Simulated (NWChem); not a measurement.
The numbers come from NWChem runs, not from measurements. System: Cl2In (+1), charge 1, spin multiplicity 1, at a geometry optimised with PBE0/def2-SVP with def2 effective core potentials on In. The structure started from a generated list of species. Level: EOM-CCSD/def2-SVPD with def2 effective core potentials on In, 14 core orbitals frozen.

Input file:

```
start mol
memory heap 100 mb stack 700 mb global 1900 mb
charge 1
geometry units angstroms nocenter noautoz
  In     0.000000     0.000000     0.000000
  Cl     0.000000     0.000000     2.245134
  Cl     0.000000     0.000000    -2.245134
  symmetry group D2h
end
basis spherical
  * library def2-svpd
end
ecp
  In library def2-ecp
end
scf
  rhf
  nopen 0
  maxiter 100
  thresh 1e-7
  semidirect memsize 60000000 filesize 0
end
tce
  freeze core 14
  ccsd
  nroots 1
  2eorb
  2emet 13
  thresh 1e-5
  maxiter 200
  tilesize 24
end
task tce energy
```

NWChem printed:

```
             Northwest Computational Chemistry Package (NWChem) 7.3.0
             --------------------------------------------------------

                                NWChem Input Module
                                -------------------

 Scaling coordinates for geometry "geometry" by  1.889725989
 (inverse scale =  0.529177249)

 Turning off AUTOSYM since
 SYMMETRY directive was detected!

                             Geometry "geometry" -> ""
                             -------------------------

 Output coordinates in angstroms (scale by  1.889725989 to convert to a.u.)

  No.       Tag          Charge          X              Y              Z
 ---- ---------------- ---------- -------------- -------------- --------------
    1 In                  49.0000     0.00000000     0.00000000     0.00000000
    2 Cl                  17.0000     0.00000000     0.00000000     2.24513400
    3 Cl                  17.0000     0.00000000     0.00000000    -2.24513400

 Effective nuclear repulsion energy (a.u.)     426.7341768081

            Nuclear Dipole moment (a.u.)
            ----------------------------
        X                 Y               Z
 ---------------- ---------------- ----------------
     0.0000000000     0.0000000000     0.0000000000

      Symmetry information
      --------------------

 Group name             D2h
 Group number             26
 Group order               8
 No. of unique centers     2

      Symmetry unique atoms

     1    2


 Summary of "ao basis" -> "" (spherical)
 ------------------------------------------------------------------------------
       Tag                 Description            Shells   Functions and Types
 ---------------- ------------------------------  ------  ---------------------
 *                         def2-svpd                  on all atoms

 Summary of "ao basis" -> "ao basis" (spherical)
 ------------------------------------------------------------------------------
       Tag                 Description            Shells   Functions and Types
 ---------------- ------------------------------  ------  ---------------------
[...]
   0.0030119373381   0.1795369377780    4.88545     4.5     4.5

 Iteration   7 using    7 trial vectors
   0.0015635785209   0.1795235666047    4.88509     4.7     4.7

 Iteration   8 using    8 trial vectors
   0.0008227736602   0.1795285386376    4.88522     4.3     4.3

 Iteration   9 using    9 trial vectors
   0.0004291686809   0.1795323282708    4.88533     5.0     5.0

 Iteration  10 using   10 trial vectors
   0.0001729318571   0.1795316096839    4.88531     4.7     4.7

 Iteration  11 using   11 trial vectors
   0.0000601295854   0.1795316362077    4.88531     4.4     4.4

 Iteration  12 using   12 trial vectors
   0.0000230596132   0.1795316746150    4.88531     4.1     4.1

 Iteration  13 using   13 trial vectors
   0.0000091142190   0.1795316978021    4.88531     4.0     4.0
 --------------------------------------------------------------
 Iterations converged
 ------------------

 Excited state root  1
 Excitation energy / hartree =        0.179531697802084
                   / eV      =        4.885308141398019
 largest EOMCCSD amplitudes: R1 and R2

 Singles contributions
    28ag  (alpha) ---    27b3g (alpha)        0.9075841671
    31ag  (alpha) ---    27b3g (alpha)       -0.1123035009

 Doubles contributions
    28ag  (alpha)    28ag  (beta ) ---    23b1u (alpha)    25b2u (beta )        0.1169004350
    28ag  (alpha)    28ag  (beta ) ---    25b2u (alpha)    23b1u (beta )        0.1169004350

 =========================================
 Excited-state calculation ( b3u symmetry)
 =========================================
 Dim. of EOMCC iter. space      500

 EOMCCSD SOLVER TYPE  1
  maxdiff =   0.46864524822564380

 No. of initial right vectors    1

 EOM-CCSD right-hand side iterations
 --------------------------------------------------------------
      Residuum       Omega / hartree  Omega / eV    Cpu    Wall
 --------------------------------------------------------------

 Iteration   1 using    1 trial vectors
   0.5327401813817   0.3214900889287    8.74819     6.0     6.0

 Iteration   2 using    2 trial vectors
   0.1245738947966   0.2063569063313    5.61526     4.2     4.2

 Iteration   3 using    3 trial vectors
   0.0480324725656   0.2001740863012    5.44702     3.8     3.8

 Iteration   4 using    4 trial vectors
   0.0195649152581   0.1985398464997    5.40255     3.8     3.8

 Iteration   5 using    5 trial vectors
   0.0074484373109   0.1980174583730    5.38833     3.9     3.9

 Iteration   6 using    6 trial vectors
   0.0024694878280   0.1979505606761    5.38651     5.8     5.8

 Iteration   7 using    7 trial vectors
   0.0008842778848   0.1979378232960    5.38616     5.4     5.4

 Iteration   8 using    8 trial vectors
   0.0003181270671   0.1979371729443    5.38615     3.8     3.8

 Iteration   9 using    9 trial vectors
   0.0001167030186   0.1979375131572    5.38616     3.8     3.8

 Iteration  10 using   10 trial vectors
   0.0000459714596   0.1979370445247    5.38614     3.9     3.9

 Iteration  11 using   11 trial vectors
   0.0000185297939   0.1979369322448    5.38614     3.8     3.8

 Iteration  12 using   12 trial vectors
   0.0000067971259   0.1979369398390    5.38614     3.8     3.8
 --------------------------------------------------------------
 Iterations converged
 ------------------

 Excited state root  1
 Excitation energy / hartree =        0.197936939838995
                   / eV      =        5.386140472780765
 largest EOMCCSD amplitudes: R1 and R2

 Singles contributions
    28ag  (alpha) ---    24b3u (alpha)       -0.9057610215
    31ag  (alpha) ---    24b3u (alpha)        0.1136528059

 Doubles contributions
    28ag  (alpha)    28ag  (beta ) ---    23b1u (alpha)    26b2g (beta )       -0.1300485024
    28ag  (alpha)    28ag  (beta ) ---    26b2g (alpha)    23b1u (beta )       -0.1300485024

 Task  times  cpu:      493.0s     wall:      493.0s

 Total times  cpu:      493.1s     wall:      493.1s
```
